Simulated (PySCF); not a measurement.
**How methods differ on the excitation energy of As²⁺**

As²⁺ [Ar] 3d10 4s2 4p1 (2P) → As²⁺ [Ar] 3d10 4s2 4d1 (2D), as a difference of total energies. Computed with PySCF 2.14 in aug-cc-pVQZ-PP with ECP10MDF (7s6p5d3f2g, 89 functions), with a scalar-relativistic core potential. Correlated levels: valence: 3s2 3p6 3d10 frozen. The calculations carry no spin-orbit coupling.

| method | excitation energy (eV) |
| --- | --- |
| UHF | 13.621 |
| LDA | 12.780 |
| PBE | 12.528 |
| PBE0 | 12.884 |
| r2SCAN | 13.077 |
| wB97X | 13.262 |
| B97-3 | 12.856 |
| MN15 | 12.649 |
| wB97M-V | 13.096 |
| MP2 (valence) | 13.255 |
| SCS-MP2 (valence) | 13.251 |

**Question.** How much does correlation contribute at MP2 (valence)?

**Answer.** 13.255 − (13.621) = -0.366 eV, measured against UHF.

The promoted electron is Rydberg-like, and one or two diffuse shells describe it only roughly, which tends to raise the upper state.
